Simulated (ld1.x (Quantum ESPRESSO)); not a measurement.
**V: ultrasoft pseudisation with PBEsol, non-relativistic reference atom.**

| Property | Result |
| --- | --- |
| Element | V (Z = 23) |
| Generator | ld1.x (Quantum ESPRESSO) 7.5 |
| Type | ultrasoft |
| Functional | PBEsol |
| Relativity | non-relativistic |
| Frozen core | [Ne] 3s2 |
| Valence charge | 11 |
| Reference configuration | 3p6 3d3 4s1.75 4p0.25 |
| Partial waves | 4s (bound): rcut 2.40, rcutus 2.80 bohr; 4s channel at 0.35 Ry: rcut 2.40, rcutus 2.80 bohr; 3p (bound): rcut 1.40, rcutus 1.75 bohr; 4p (bound): rcut 1.40, rcutus 1.75 bohr; 3d (bound): rcut 1.20, rcutus 1.25 bohr; 3d channel at 1.9 Ry: rcut 1.20, rcutus 1.25 bohr; 4f channel at 0.25 Ry: rcut 1.90, rcutus 2.50 bohr; 4f channel at 1.6 Ry: rcut 1.90, rcutus 2.50 bohr |
| Local potential | all-electron potential smoothed inside 2.25 bohr (lloc = -1) |
| Core correction | Bessel-smoothed model core inside 0.65 bohr |
| Augmentation charge | built from norm-conserving waves at rcut, not smoothed further |

Problem. Is a potential produced?

Solution. No. ld1.x (Quantum ESPRESSO) 7.5 stopped with "compute_chi: n is too large": near the origin the numerical χ = (ε − T − V_loc)φ did not join its small-r series within 0.05 bohr.
